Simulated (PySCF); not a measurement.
Computed properties of GeH2I2, SMILES [I][GeH2][I]

GeH2I2, SMILES [I][GeH2][I]. The structure is a stationary point at B3LYP-D3(BJ)/def2-SVP. The def2 effective core potentials stand for the cores of I; spin–orbit coupling is left out. The values are those of a single conformer. All values are computed for the isolated molecule unless a solvent is named; none is compared with measurement here.

**Structure.** The optimised structure has C2v symmetry. All 9 harmonic modes at B3LYP-D3(BJ)/def2-SVP (PySCF) are real, so it is a minimum. With heavy atoms numbered as in [GeH2:1]([I:2])[I:3], the shortest bond between them is Ge1–I2 at 2.536 Å and the longest Ge1–I3 at 2.536 Å.

**Vibrations.** The strongest infrared lines (harmonic, unscaled, degenerate partners summed) lie at 723 cm⁻¹ (244 km/mol, H 98 %), 841 cm⁻¹ (113 km/mol, H 99 %), 2158 cm⁻¹ (71 km/mol, H 98 %). The softest mode is at 72 cm⁻¹ and the zero-point energy is 10.7 kcal/mol.

**Electronic structure.** CAM-B3LYP/def2-TZVPD (PySCF) places the frontier levels at -8.89 and -1.23 eV, a gap of 7.66 eV, and gives a dipole moment of 1.36 D and a mean polarisability of 105.5 bohr³. PBE/def2-TZVPD (PySCF) at the same geometry gives -6.59 and -2.91 eV, so its gap is 3.98 eV narrower. An orbital gap is neither the optical nor the fundamental gap.

**Excitations.** TDA-M06-2X/def2-SVPD (PySCF) has S1 at 4.77 eV (260 nm, f = 0.045, weak); the most intense of the 10 singlets computed lies at 7.03 eV (f = 0.06). T1 (TDA) is at 4.28 eV, 0.49 eV under S1. TDA-PBE/def2-SVPD (PySCF) puts S1 at 3.88 eV. No vertical singlet excitation falls in the visible range (under 3.1 eV).
